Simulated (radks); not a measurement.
Neutral potassium inside a hard spherical wall (all orbitals vanish at R), configuration held at [Ar] 4s1 and not refilled when levels cross. Calculated with a radial shooting solver on a logarithmic mesh with Libxc functionals: non-relativistic Kohn-Sham, LDA (Slater exchange, VWN5 correlation), spin-unpolarised, spherical densities, point nucleus. Eigenvalues in eV, with the zero of energy where the potential of the charges vanishes at infinity; a dash marks a level that is unbound or too diffuse for the functional's potential to be trusted. A positive occupied level is held by the wall or, in an anion where self-interaction has pushed it up, behind a barrier. The pressure on the wall is -dE/dV.

| R (bohr) | E (hartree) | kinetic (hartree) | e(2p) | e(3s) | e(3p) | e(4s) | e(4p, empty) | e(5s, empty) | pressure (GPa) |
|---|---|---|---|---|---|---|---|---|---|
| free | -598.20059 | 597.172 | -279.84 | -34.882 | -18.879 | -2.417 | -0.845 | -0.071 | 0 |
| 15 | -598.20049 | 597.173 | -279.82 | -34.867 | -18.863 | -2.406 | -0.795 | 0.607 | 0.000827 |
| 8 | -598.18136 | 597.261 | -278.99 | -34.063 | -18.075 | -1.496 | 0.915 | 7.447 | 0.505 |
| 7 | -598.16093 | 597.332 | -278.52 | -33.622 | -17.646 | -0.724 | 2.136 | 11.506 | 1.39 |
| 6 | -598.11651 | 597.474 | -277.81 | -32.966 | -17.012 | 0.802 | 4.389 | 18.552 | 4.24 |
| 4 | -597.69778 | 598.841 | -273.47 | -29.591 | -13.686 | 12.645 | 19.547 | 60.315 | 80.0 |
| 3 | -596.42096 | 603.207 | -263.16 | -22.653 | -6.296 | 39.913 | 50.074 | 134.19 | 681 |
| 2.5 | -594.25162 | 610.192 | -249.64 | -13.259 | 4.065 | 76.493 | 88.251 | 220.19 | 2550 |
| 2 | -588.14061 | 627.810 | -222.31 | 9.268 | 28.655 | 159.43 | 170.82 | 397.89 | 11900 |
| 1.5 | -567.63501 | 678.779 | -165.23 | 77.505 | 99.372 | 379.32 | 379.50 | 831.10 | 77900 |
